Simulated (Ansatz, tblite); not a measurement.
Cost and result up the ladder for Al2O3 (the lowest singlet isomer of a short search) (5 atoms). Total charge 0; singlet. Geometry: PBE-D4/def2-SVP.

```xyz
5

Al    0.661    1.383    0.730
Al   -0.660   -1.382   -0.731
O     1.290    2.703    1.428
O    -0.001    0.001   -0.001
O    -1.289   -2.704   -1.426
```

Ansatz on 4 threads of Arm Neoverse V1 on a shared host; xTB runs through tblite on one thread. Times are rough, summed over both states, and most runs start from the orbitals of an earlier one. PBE-QIDH/def2-TZVP serves as the yardstick here, not as an exact answer. Differences are given only for rows in sets of like size (and for xTB, whose basis is part of the method), since another set adds its own error. The other state is a quintet at its own geometry.

The xTB rows come from tblite. HSE06 is defined as in plane-wave codes, on full-range PBE exchange. Correlated methods freeze 13 core orbitals. The structure comes from a short search, and lower isomers may exist.

Correlated methods converge slowly with the basis.

xTB has no spin-polarisation term.

```tsv
level	functions	quintet − singlet (eV)	difference from PBE-QIDH/def2-TZVP (eV)	remarks
CCSD(T)/def2-TZVPP	177	3.68	0.31	large T1 (0.028) (singlet)
PBE0-D4/def2-TZVP	167	3.08	-0.29	–
GFN1-xTB	30	7.20	3.83	–
HSE06-D4/def2-TZVP	167	3.10	-0.26	–
HF/STO-3G	33	-2.23	–	–
PBE-D4/def2-TZVP	167	3.77	0.40	–
GFN2-xTB	30	7.39	4.02	–
MP2/def2-TZVP	167	4.54	1.17	–
r2SCAN-D4/def2-TZVP (with forces)	167	3.19	-0.17	–
PBE-QIDH/def2-TZVP	167	3.37	0.00	–
```

Problem. Estimate how long each takes.

Solution. GFN1-xTB 0.007 s; GFN2-xTB 0.009 s; HF/STO-3G 0.25 s; PBE-D4/def2-TZVP 3.6 s; MP2/def2-TZVP 3.7 s; PBE-QIDH/def2-TZVP 8.8 s; HSE06-D4/def2-TZVP 9 s; PBE0-D4/def2-TZVP 9.3 s; r2SCAN-D4/def2-TZVP (with forces) 15 s; CCSD(T)/def2-TZVPP 2.8 min. On shared hardware such times vary by a factor of up to 3.
